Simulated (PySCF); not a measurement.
# Worked example: dipole moment from atomic charges

Ge(H)2(Cl)(OMe) (CH5ClGeO), SMILES [GeH2]([Cl])[O]C. Atoms are numbered in the order given.

```xyz
9

Ge     0.4277    -0.2324    -0.5093
Cl     0.8460     1.2224     1.0670
O     -1.0447    -1.1454    -0.0700
C     -2.2676    -0.4465     0.1023
H      1.5524    -1.2845    -0.5493
H      0.1939     0.5832    -1.8086
H     -2.2137     0.2931     0.9333
H     -2.5857     0.0943    -0.8208
H     -3.0531    -1.1895     0.3501
```
Charge 0, spin multiplicity 1.

The structure is a stationary point at PBE-D3(BJ)/def2-SVP. This is a generated structure with no PubChem entry under its InChIKey; it may be hypothetical. One conformer was computed; it need not be the lowest.

Charges (e) from PySCF with CAM-B3LYP/def2-TZVP:

```tsv
atom	IAO	Mulliken
Ge1	0.918	0.505
Cl2	-0.343	-0.312
O3	-0.611	-0.412
C4	-0.183	-0.194
H5	-0.078	0.033
H6	-0.101	0.014
H7	0.129	0.128
H8	0.117	0.110
H9	0.151	0.129
```

The dipole moment of the full density is 1.67 D.

Problem. What dipole moment does each set of point charges give, and which comes closer to that of the density?

Solution. 
μ = Σ q r, and 1 e Å = 4.8032 D.
IAO: Σ q r = (-0.034, 0.059, -0.507) e Å, |μ| = 2.46 D.
Mulliken: Σ q r = (-0.085, -0.080, -0.550) e Å, |μ| = 2.70 D.
IAO comes closer in size. Point charges leave out the atoms' own dipoles (lone pairs, polarised bonds); fits to the potential absorb them, partitions of the density don't.
